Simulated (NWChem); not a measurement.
# Total energies of H$_{3}$Ga

SMILES: [GaH3]
```xyz
4

Ga     0.0000     0.0000     0.0000
H      0.0000     0.0000     1.5807
H      1.3689     0.0000    -0.7903
H     -1.3689     0.0000    -0.7903
```
Charge 0, spin multiplicity 1.

The numbers come from NWChem runs, not from measurements. Structure: optimised with PBE/def2-SVP, a minimum by its harmonic frequencies.

Basis set: def2-TZVP (66 functions).

```json
[
 {"method": "RHF", "total energy (Ha)": "-1924.96320"},
 {"method": "MP2", "total energy (Ha)": "-1925.19609"},
 {"method": "B2PLYP", "total energy (Ha)": "-1926.24566"},
 {"method": "PBE", "total energy (Ha)": "-1926.31605"},
 {"method": "B3LYP", "total energy (Ha)": "-1926.67764"},
 {"method": "PBE0", "total energy (Ha)": "-1926.36033"},
 {"method": "CCSD(T)", "total energy (Ha)": "-1925.21797"}
]
```

Total energies of different functionals aren't comparable as a measure of quality: only differences taken within one method are. 

The Hamiltonian is non-relativistic. The correlated methods keep 9 core orbitals frozen. B3LYP has NWChem's definition, with VWN1-RPA local correlation. The structure started from a generated list of species. Coupled-cluster values serve here as a point of comparison, not as the truth.
